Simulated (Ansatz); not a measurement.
`C[SiH]([GaH2])[GeH2][GeH3]` + H₂ → `C[SiH2][GaH2]` + `[GeH3][GeH3]` at 298.15 K and 1 bar (hydrogenolysis of the Si–Ge bond).

Gas-phase electronic energies from Ansatz, PBE0-D4/def2-TZVP geometries. CCSD(T)/CBS is the MP2 limit (def2-TZVPP, def2-QZVPP) plus CCSD(T) − MP2 in def2-TZVPP, frozen cores. This one scheme is used for every species. For Ga, Ge outer-core shells are correlated without core-valence functions, which leaves a few kJ/mol of doubt a bond. Scalar relativity is left out up to krypton. One conformer a species, not always the lowest.

| species | CCSD(T)/CBS energy (Eh) | H − E (kJ/mol) | S (J/(mol·K)) |
| --- | --- | --- | --- |
| `C[SiH]([GaH2])[GeH2][GeH3]` | -6409.91825 | 294.3 | 495.8 |
| H₂ | -1.17544 | 35.1 | 130.4 |
| `C[SiH2][GaH2]` | -2255.26778 | 194.9 | 345.6 |
| `[GeH3][GeH3]` | -4155.81928 | 138.0 | 299.9 |

H − E and S are ideal-gas, rigid-rotor, harmonic terms from PBE0-D4/def2-TZVP, for one conformer and one mirror image of each species. The MP2-based limit puts H₂ 0.8 mEh under its directly extrapolated value; such offsets cancel only in part. 1 Eh = 2625.50 kJ/mol, R = 8.31446 J/(mol·K).

By hand: ΔE, ΔH, ΔS and ΔG.

ΔE = (-2255.26778) + (-4155.81928) − (-6409.91825) − (-1.17544) = 0.00663 Eh = 17.4 kJ/mol. Δ(H − E) = 194.9 + 138.0 − 294.3 − 35.1 = 3.5, so ΔH = 20.9 kJ/mol. ΔS = 345.6 + 299.9 − 495.8 − 130.4 = 19.3 J/(mol·K). ΔG = 20.9 − 298.15 × (19.3)/1000 = 15.1 kJ/mol.

By hand: the equilibrium constant, and the temperature at which ΔG would vanish if ΔH and ΔS stayed fixed.

log₁₀ K = −ΔG/(RT ln 10) = -2.6. ΔG = 0 at ΔH/ΔS = 1083 K, though so small a ΔS makes that figure unsure.

ΔH outweighs TΔS. A doubt of 5 kJ/mol in ΔE shifts log₁₀ K by 0.9 here. Other conformers and mirror images would add mixing entropy, several J/(mol·K) or more a flexible species. Modes under 60 cm⁻¹, often nearly free rotors, make the harmonic entropy too high. These are equilibria of isolated gas molecules and say nothing of rates. Largest T1 diagnostic: 0.012 (customary marks: 0.02 for closed shells, 0.045 for open ones).
